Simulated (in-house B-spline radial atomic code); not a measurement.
## BP86 excitations of Te4+

Method: BP86. Computed with a B-spline radial code for spherical atoms: linear response of the closed shell [Kr] 4d10 5s2 with the functional's adiabatic kernel; scalar-relativistic (spin-free one-electron X2C), finite nucleus, no spin-orbit coupling, no double excitations, S, P, D and F terms only; shells from n = 3 respond. Only terms of natural parity with L up to 3 were computed.

Command:
```bash
python run_td.py task.json out
```
Settings (radii: box in bohr, nucleus in fm):
```
Z                        52
electrons                48
configuration            [Kr] 4d10 5s2
hamiltonian              x2c
method                   b88,p86
box_radius               19.1
rms_radius               4.7423
intervals                71
```

Cost of the run: 2.7 s on 1 thread of Arm Neoverse N1, with other jobs on the host.

The lowest states, in the order of their Tamm-Dancoff energies; the method's threshold (minus the highest occupied level) is 53.43 eV. Labels give the largest channel, * marks a mixed state, and oscillator strengths are full-response dipole values. Semilocal kernels can invert the small singlet-triplet splittings of Rydberg terms. Energies in eV:

```
     state  full response  Tamm-Dancoff  oscillator strength
5s → 5p 3P         10.355        10.466                    -
5s → 5p 1P         13.987        14.538                 1.58
5s → 5d 3D         26.323        26.359                    -
5s → 5d 1D              ?             ?                    -
5s → 6s 3S          30.05         30.06                    -
5s → 6s 1S          30.54         30.58                    -
5s → 4f 3F          31.30         31.35                    -
5s → 4f 1F          32.17         32.18                    -
5s → 6p 3P          34.01         34.01                    -
5s → 6p 1P          34.17         34.21               0.0516
5s → 6d 3D              ?             ?                    -
5s → 6d 1D          39.59         39.60                    -
5s → 7s 3S          40.33         40.33                    -
5s → 7s 1S          40.44         40.45                    -
5s → 5f 3F          40.82         40.83                    -
5s → 5f 1F          40.94         40.94                    -
```

(1) Where does 5s → 5d 1D lie?

(2) Where does 5s → 6d 3D lie?

(3) How large is the singlet-triplet splitting of 5s → 5p (P terms) in Tamm-Dancoff?

(4) What polarisabilities and dispersion coefficient does the method give?

Answers

(1) At 27.213 eV in full response, 27.242 eV in Tamm-Dancoff.

(2) At 39.40 eV in full response, 39.41 eV in Tamm-Dancoff.

(3) 4.07 eV, from the unrounded values.

(4) Dipole 7.625 bohr³, quadrupole 17.28 bohr⁵, C6 31.79 hartree·bohr⁶ for two such species.
